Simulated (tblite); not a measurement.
C8H11P.
Structure used (GFN2-xTB), in Å, numbered top down from 1:
```
atom  x, y, z in Å
C1     2.612    2.336    0.282
C2     2.239    1.224    0.040
C3     1.763   -0.102   -0.257
P4     0.194   -0.037   -1.304
C5    -0.327   -1.821   -1.100
C6    -1.066   -1.971    0.236
C7    -1.479   -0.603    0.682
C8    -0.955    0.439    0.048
C9    -1.212    1.879    0.334
H10    2.956    3.303    0.498
H11    2.517   -0.640   -0.841
H12    1.560   -0.647    0.669
H13    0.531   -2.489   -1.189
H14   -1.003   -2.045   -1.930
H15   -0.421   -2.422    0.997
H16   -1.937   -2.623    0.130
H17   -2.167   -0.511    1.511
H18   -1.647    2.361   -0.541
H19   -1.890    1.994    1.178
H20   -0.272    2.385    0.556
```

Level: GFN2-xTB in tblite, geometry and Hessian alike; calculated harmonic values, unscaled, isolated species. The method is semi-empirical: single wavenumbers can be off by several per cent or more. One conformer, not necessarily the lowest.

Harmonic wavenumbers (cm⁻¹): 49.4, 80.8, 119.1, 126.0, 174.9, 221.3, 235.6, 279.7, 295.1, 365.2, 449.1, 461.2, 611.8, 623.8, 633.0, 647.4, 686.7, 722.1, 780.7, 806.8, 821.6, 939.7, 949.9, 1007.6, 1010.9, 1027.3, 1089.1, 1097.7, 1108.3, 1143.1, 1168.2, 1179.8, 1237.2, 1257.5, 1296.1, 1393.7, 1397.8, 1450.5, 1467.5, 1478.7, 1483.0, 1693.8, 2283.9, 2920.7, 2922.6, 2928.6, 2955.0, 2966.2, 2974.8, 2996.4, 3010.9, 3023.1, 3058.7, 3399.1.

A = 2165, B = 1115, C = 888.4 MHz; mass 138.060 u (most abundant isotopes); point group C1, symmetry number 1.

What is the zero-point energy?

Half the sum of the wavenumbers: 35254 cm⁻¹ = 421.73 kJ/mol.

Entropy at 273.15 K, 1 bar (ideal gas, RRHO, classical rotation)?

Translation 168.49, rotation 121.90, vibration 116.02: S = 406.4 J/(mol K).

And Cp and H(273.15 K) − H(0)?

Cp = 159.57 J/(mol K), of which vibrations give 126.32 (their classical limit is 54 R = 449.0); H(273.15 K) − H(0) = 26.28 kJ/mol without the zero-point energy, 17.20 from vibrations.

Which modes carry the vibrational entropy at 273.15 K?

49.4 cm⁻¹: 19.53; 80.8 cm⁻¹: 15.48; 119.1 cm⁻¹: 12.33; 126.0 cm⁻¹: 11.87; 174.9 cm⁻¹: 9.28; 221.3 cm⁻¹: 7.50 J/(mol K); the other 48 give 40.03 together.

How do the functions run with temperature in this model?

```
T (K)  S (J/(mol K))  Cp (J/(mol K))  H − H(0) (kJ/mol)  G − H(0) (kJ/mol)  ln q(vib)
  100          292.2            81.2               5.50             -23.73       1.63
  200          362.3           125.7              15.85             -56.60       4.36
  300          422.0           172.0              30.73             -95.85       7.13
  500          529.8           252.5              73.63            -191.25      12.66
  800          666.6           328.8             161.85            -371.41      20.61
 1000          743.7           362.2             231.11            -512.60      25.53
```

q(vib) and H(0) count from the zero-point level.

Blend soft modes into free rotors: weight 1/[1 + (100 cm⁻¹/ν̃)⁴] for the oscillator and the rest for a rotor with moment μB/(μ + B), μ = h/(8π²ν), B = 10⁻⁴⁴ kg m². What vibrational entropy results?

108.47 J/(mol K) in place of 116.02, which changes −T·S at 273.15 K by +2.06 kJ/mol.

Hindered rotation and anharmonicity are outside this model. Other conformers, if any are populated, would add a mixing term that is left out. The structure is chiral; the term R ln 2 for an equal mix with its mirror image is left out.
